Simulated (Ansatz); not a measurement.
Energy needed to pull apart BSiH$_{4}$Br (SMILES [SiH3]BBr), singlet, into free ground-state atoms, from the structure below (displaced at random from a GFN2-xTB minimum); no zero-point or spin–orbit terms; open-shell atoms are treated unrestricted, in their ground-state multiplicity.

```csv
atom,x (Å),y (Å),z (Å)
Si1,-0.6910,0.4859,-0.2309
B2,0.9297,-0.5716,0.6018
Br3,1.7798,-1.7569,-0.5946
H4,-1.7642,-0.3669,-0.6397
H5,-0.3359,1.3115,-1.3686
H6,-1.3120,1.4218,0.7777
H7,1.1592,-0.5227,1.5417
```

Ansatz 0.2.0; basis: def2-TZVPP; cores frozen in the correlated methods. Filled d shells of the heavier atoms are correlated. The def2 sets are not built for correlating such inner shells, so the correlated values are less sure here.

| method | atomization energy (eV) |
| --- | --- |
| PBE-D4 | 20.23 |
| BLYP-D4 | 20.03 |
| r2SCAN-D4 | 20.42 |
| B97M-V | 20.46 |
| PBE0-D4 | 20.18 |
| wB97M-V | ? |
| HF | 15.55 |
| MP2 | 19.85 |
| CCSD | ? |
| CCSD(T) | 19.77 |

Question: What does CCSD give? (An estimate is asked for; the value comes from the calculation.)

Answer: Computed: 19.55 eV, which is about 0.23 eV less than CCSD(T)/def2-TZVPP.

Question: What does wB97M-V give? (To be estimated.)

Answer: Computed: 20.29 eV, which is about 0.52 eV more than CCSD(T)/def2-TZVPP.

In triple zeta the MP2 and coupled-cluster atomization energies are still short of their basis limit by a few kcal/mol a bond, whereas those of the functionals are nearly converged, so these differences are not deviations from converged CCSD(T).

The T1 diagnostic stays at or below 0.012.

For scale, one of the runs: CCSD(T)/def2-TZVPP forces, 177 basis functions (an equivalent command: `ansatz run in.yaml --threads 4`). Time: 2.3 min of wall clock on 4 CPU threads; the host was shared. Peak host memory: 2.9 GiB.
